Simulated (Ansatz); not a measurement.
Ge2H4, relaxed as a singlet with RKS r2SCAN-D4/def2-TZVP in Ansatz, starting from the GFN2-xTB geometry. Force threshold 0.02 eV/Å.

The structure comes from a short search, and lower isomers may exist.

Start:

Cartesian coordinates in Å:
```
Ge -1.347 0.196 -1.142
Ge 0.587 -0.637 0.156
H -0.337 1.399 -1.480
H 0.410 -1.515 1.485
H 2.081 -0.239 0.591
H -1.394 0.797 0.390
```

```tsv
step	energy (eV)	largest force component (eV/Å)	SCF passes
1	-113099.1640	0.925	16
2	-113099.4274	0.472	20
3	-113099.4720	0.910	20
4	-113099.5525	0.459	19
5	-113099.6881	0.275	20
6	-113099.7497	0.383	19
7	-113099.7653	0.162	18
8	-113099.7685	0.045	20
9	-113099.7689	0.007	21
```

Force components are those of the run's own axes.

End:

```xyz
6

Ge   -1.3259    0.1972   -1.1536
Ge    0.4241   -0.5951    0.2414
H    -0.2851    1.3105   -1.6094
H     0.1605   -1.6002    1.3832
H     1.7735    0.0899    0.5474
H    -0.7470    0.5978    0.5910
```

Bonds formed: Ge2–H6 (atoms count from 1). The end is the same structure that another start reached, the lowest one found.

No frequencies were taken in this run, so the end may be a saddle point.

Hardware: 4 threads of Arm Neoverse V1 on a shared host. Wall time 12 s.
